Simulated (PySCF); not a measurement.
**Radial density of P⁺ (phosphorus, charge +1)**

UHF, [Ne] 3s2 3p2, high-spin 3P determinant. Calculation: PySCF 2.14, in cc-pV(T+d)Z; no relativity, point nucleus.

| r (bohr) | 4πr²ρ (e/bohr) | 4πr²(ρα − ρβ) |
| --- | --- | --- |
| 0.00136 | 0.04907 | 0.0000 |
| 0.00229 | 0.1348 | 0.0000 |
| 0.00386 | 0.3642 | 0.0000 |
| 0.00649 | 0.9520 | 0.0000 |
| 0.0109 | 2.360 | 0.0001 |
| 0.0184 | 5.345 | 0.0003 |
| 0.0309 | 10.42 | 0.0011 |
| 0.0519 | 15.86 | 0.0056 |
| 0.0873 | 16.39 | 0.0266 |
| 0.147 | 11.52 | 0.0943 |
| 0.247 | 12.79 | 0.1948 |
| 0.416 | 15.70 | 0.1364 |
| 0.699 | 6.771 | 0.0052 |
| 1.18 | 2.182 | 0.6290 |
| 1.98 | 2.085 | 1.0363 |
| 3.33 | 0.4049 | 0.2593 |
| 5.60 | 0.01160 | 0.0096 |
